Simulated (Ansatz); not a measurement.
Total energies of Li9Cl9 (started as a model of: 2x3x3 LiCl rock-salt block) from Ansatz at PBE0-D4/def2-TZVP, gas phase (1 Eh = 27.2114 eV = 2625.5 kJ/mol). The reference geometry is relaxed at PBE-D4/def2-SVP.

```xyz
18

Li   -0.192    2.973   -1.356
Cl   -1.750    2.345    0.222
Li   -2.956    0.663    1.240
Cl    1.796    2.283   -0.415
Li    0.191    0.871    0.978
Cl   -1.377   -0.368    2.565
Li    3.224    0.556    0.130
Cl    2.170   -0.430    1.928
Li    0.459   -1.754    2.726
Cl   -0.542    1.692   -3.183
Li   -1.979    0.564   -1.606
Cl   -3.535   -0.809   -0.372
Li    1.314    0.506   -2.198
Cl   -0.170   -0.774   -0.869
Li   -1.632   -1.956    0.570
Cl    3.155   -0.925   -1.574
Li    1.662   -2.013   -0.022
Cl    0.163   -3.425    1.236
```

| state | geometry | energy (Eh) |
| --- | --- | --- |
| charge 0 singlet | reference | -4209.31614 |
| charge 1 doublet | reference | -4208.95541 |
| charge 1 doublet | relaxed at PBE-D4/def2-SVP | -4208.98533 |
| charge -1 doublet | reference | -4209.31163 |
| charge -1 doublet | relaxed at PBE-D4/def2-SVP | -4209.31254 |
| free Li atom (doublet) | – | -7.46705 |
| free Cl atom (doublet) | – | -459.99739 |

Question: Work out the vertical ionisation energy to the doublet.

Answer: E(charge 1 doublet) − E(charge 0 singlet) = -4208.95541 − (-4209.31614) = 0.36073 Eh = 9.82 eV. For comparison, −ε of the highest occupied level is 8.41 eV at this level, 1.41 eV less.

Question: Work out the vertical electron affinity, to the doublet.

Answer: E(charge 0 singlet) − E(charge -1 doublet) = -4209.31614 − (-4209.31163) = -0.00451 Eh = -0.12 eV; negative, so the extra electron isn't bound. The basis lacks diffuse functions, which makes affinities too small.

Question: Give the fundamental gap IE − EA, the Mulliken electronegativity (IE + EA)/2 and the hardness (IE − EA)/2.

Answer: From the values in Eh: IE − EA = 0.36073 − (-0.00451) = 0.36524 Eh = 9.94 eV; (IE + EA)/2 = 4.85 eV; (IE − EA)/2 = 4.97 eV. The HOMO–LUMO gap of the same run is 7.75 eV, 2.19 eV smaller than the fundamental gap.

Question: How much does the charge 1 doublet relax, and what is the adiabatic ionisation energy?

Answer: Relaxation: -4208.95541 − (-4208.98533) = 0.02992 Eh = 0.81 eV. Adiabatic ionisation energy: 0.33081 Eh = 9.00 eV, without zero-point energy. 

Question: How much does the charge -1 doublet relax, and what is the adiabatic electron affinity?

Answer: Relaxation: -4209.31163 − (-4209.31254) = 0.00091 Eh = 0.02 eV. Adiabatic electron affinity: -0.00360 Eh = -0.10 eV, without zero-point energy. 

Question: What is the binding energy per atom against free atoms?

Answer: Atoms: 9 × (-7.46705) + 9 × (-459.99739) = -4207.17996 Eh. Binding: -4207.17996 − (-4209.31614) = 2.13618 Eh = 58.13 eV, or 3.23 eV for each of 18 atoms (no zero-point energy, no counterpoise term).

At PBE0-D4/def2-TZVP the highest occupied level of the charge -1 doublet lies above zero (up to 0.96 eV). Energy differences disagree on whether the electron is bound (positive means bound): -0.12 eV (vertical, to the charge 0 singlet, at PBE0-D4/def2-TZVP), but 0.11 eV at PBE-D4/def2-TZVP. At PBE0-D4/def2-TZVP the highest occupied level of the relaxed charge -1 doublet lies above zero (up to 0.88 eV). Energy differences disagree on whether the electron is bound (positive means bound): -0.10 eV (each at its own geometry, to the charge 0 singlet, at PBE0-D4/def2-TZVP), but 0.14 eV at PBE-D4/def2-TZVP.
